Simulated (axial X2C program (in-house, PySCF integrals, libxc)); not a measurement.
## Potential curves of RuC, two-component

Computed with an in-house relativistic program for diatomic molecules. Two-component (2c) means X2C with spin–orbit coupling and atomic mean-field two-electron Coulomb and Gaunt terms. Basis: Ru dyall-cv3z [12s12p8d5f3g], C dyall-v3z [7s6p2d1f] (cores contracted in-house); Gaussian nuclei, density fitting, unrestricted open shells. Masses: Ru 101.904 u, C 12.000 u.

State: Ω = 3 (⟨Sz⟩ = 1.00, ⟨Lz⟩ = 2.00 at TPSSh). Energies in eV from the lowest point of each curve. Fits are polynomials in 1 − R0/R over 0.85 to 1.23 times the lowest point R0.

| R (Å) | TPSSh |
| --- | --- |
| 1.4007 | 1.7226 |
| 1.4651 | 0.7676 |
| 1.5134 | 0.3360 |
| 1.5617 | 0.0933 |
| 1.6100 | 0.0000 |
| 1.6663 | 0.0369 |
| 1.7227 | 0.1914 |
| 1.7952 | 0.5087 |
| 1.8837 | 0.9983 |
| 2.0125 | 1.7611 |

The state is a single determinant with fixed occupations, the lowest that a limited PBE0 search found. Density functionals use the spin component along the axis (collinear). The functionals have no current-density term, which raises determinants with orbital currents, atoms included. With several unpaired electrons one determinant need not be a pure state. A state of lower Ω lies just above, and one determinant can place such states too high, so the state shown need not be the lowest. The search has Ω = 0 only 0.04 eV up. The lowest spin-free determinant has another configuration (M_S = 0, Λ = 0), so the order of states is uncertain and this need not be the ground state.

Problem. Fit the TPSSh curve near its minimum: give the equilibrium distance and the harmonic wavenumber.

Solution. At TPSSh, 2c: Re = 1.623 Å, ωe ≈ 1090 cm⁻¹; Be follows as 0.596 cm⁻¹.
